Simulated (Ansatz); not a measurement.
Input for Ansatz (a program for electronic structure): R-wB97M-V/def2-TZVPP on H2O (SMILES O).

Ansatz 0.2 input:
```yaml
crystal:
  periodic: [false, false, false]
  atoms:
    - {symbol: O, position_ang: [-0.35342042, -0.14330864, 0.08002929]}
    - {symbol: H, position_ang: [0.10161668, 0.57556720, 0.53056402]}
    - {symbol: H, position_ang: [0.25170374, -0.43235856, -0.61069331]}
basis:
  gaussian:
    orbitals: def2-TZVPP
hamiltonian:
  xc: {name: wB97M-V}
scf: {lower_state_search: off}
```

Output:

```
WARN ansatz: RAYON_NUM_THREADS=4 ignored (pool sized by the plan → 4); use --threads N
Functional definition: wB97M-V
these checks for a lower state are left out or cut short: stability, starts, cluster_reference, orbital_swaps, neighbouring_geometries, increment
integrals: 0.01 GiB planned
269 factors; their error is unknown
integrals: 0.04 GiB planned
69 factors; integrals over basis functions are off by at most 2.2e-5 eV
mean field: 0.14 GiB planned
mean field evaluation 1: about -2076.7681 eV, gradient 4.4e1 eV
mean field evaluation 2: about -2076.4561 eV, gradient 4.8e1 eV
mean field evaluation 4: about -2079.8553 eV, gradient 2.8e-1 eV
mean field evaluation 8: about -2079.8585 eV, gradient 1.2e-3 eV
mean field -2079.85848602 eV, -76.4333895825 hartree, gradient 5.3e-6 eV, S^2 0.000000; 0 other end points of the search recorded, 0 dependent functions left out
reference -2079.85850808 eV, -76.4333903933 hartree; 5, 5 occupied and 54, 54 virtual orbitals, 269 factors
Total energy: -2079.85850808 eV, -76.4333903933 hartree
Checks for a lower state left out: stability, starts, cluster_reference, orbital_swaps, neighbouring_geometries, increment
```

Self-consistency was reached.

Cost: roughly 1.0 core-seconds.
